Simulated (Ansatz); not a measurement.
Program: Ansatz. Geometries: PBE0-D4/def2-TZVP. ΔE: electronic, gas phase. CCSD(T)/CBS is the MP2 limit (def2-TZVPP, def2-QZVPP) plus CCSD(T) − MP2 in def2-TZVPP, frozen cores. DFT in def2-TZVPP. For Ge, Se outer-core shells are correlated without core-valence functions, which leaves a few kJ/mol of doubt a bond. Scalar relativity is left out up to krypton. One conformer a species, not always the lowest.

Reaction (formal exchange of groups at the Se–C bond): `[AlH2]/[N]=C\[SeH]` + `[CH3][GeH]([CH3])[Cl]` → `[CH3][Ge]([CH3])([Cl])[SeH]` + `C=[N][AlH2]`

```
         level  ΔE (kJ/mol)
       LC-ωPBE        -72.5
MP2/def2-QZVPP        -77.0
```

**Question.** What does CCSD(T)/CBS give? (Best estimate.)

**Answer.** Computed: -77.5 kJ/mol. The listed levels differ from it by 5.0, 0.5 kJ/mol.

Largest T1 diagnostic among the species: 0.015.

The D4 term adds −5.1 kJ/mol with B3LYP and −3.1 kJ/mol with PBE0; it sums over pairs of atoms, weighted by their polarisabilities, and B3LYP, whose exchange is more repulsive, gets the larger term. Leaving LDA and LC-ωPBE aside and taking each functional with its dispersion term where it has one, the values, not all of them listed here, spread over 17.7 kJ/mol, from BHLYP-D4 to revPBE-D4. LDA lies +3.4 kJ/mol from PBE without D4. From BLYP to BHLYP (50 % exact exchange), in def2-TZVPP and without D4, ΔE moves by −15.3 kJ/mol.

B3LYP here is the variant with VWN-RPA as its local correlation; programs differ in this.
